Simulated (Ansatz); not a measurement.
System: C2H6GeI, net charge 0, doublet state. It need not be the lowest isomer of its formula. 
Coordinates optimised at B3LYP-D3(BJ)/def2-TZVP (Ansatz, a first-principles code):
```
Ge
C 1 1.9836
H 2 1.0875 1 110.40
H 2 1.0904 3 109.68 1 -120.56
H 2 1.0912 3 109.43 4 -120.15
C 1 1.9836 2 110.25 3 175.10
H 6 1.0875 1 110.40 2 -175.10
H 6 1.0904 7 109.68 1 120.56
H 6 1.0912 7 109.43 8 120.15
I 1 2.5725 2 107.04 3 59.01
```
Charge 0, spin multiplicity 2.

Total electronic energies in hartree. Cores are frozen in the correlated levels unless marked. Open shells are spin-unrestricted. Spin-orbit coupling is left out. The frozen core is the preceding noble-gas configuration, with the filled d and f shells of earlier blocks. In def2 rows, elements after Kr have scalar-relativistic effective core potentials. STO-3G rows are all-electron and non-relativistic. CBS marks a two-point X^-3 extrapolation of the correlation energy; Hartree-Fock from the larger set.

```
level                                      program  energy (Eh)
----------------------------------  --------------  -----------
HF/STO-3G                                   Ansatz  -8980.80161
revPBE-D3(BJ)/def2-TZVPD            Ansatz + dftd3  -2454.46797
r2SCAN-D4/def2-TZVPD                Ansatz + dftd4  -2454.65016
B97M-V/def2-TZVPD                           Ansatz  -2454.18335
B3LYP-D4/def2-TZVPD                 Ansatz + dftd4  -2454.75157
B2GP-PLYP-D3(BJ)/def2-TZVPD         Ansatz + dftd3  -2453.58565
SCS-MP2/def2-TZVPP                          Ansatz  -2451.91703
CCSD(T)/def2-QZVPP                          Ansatz  -2452.08210
CCSD(T)/CBS(def2-TZVPP,def2-QZVPP)          Ansatz   -2452.1160
```

Totals of different functionals don't rank their quality; only differences between species are comparable.
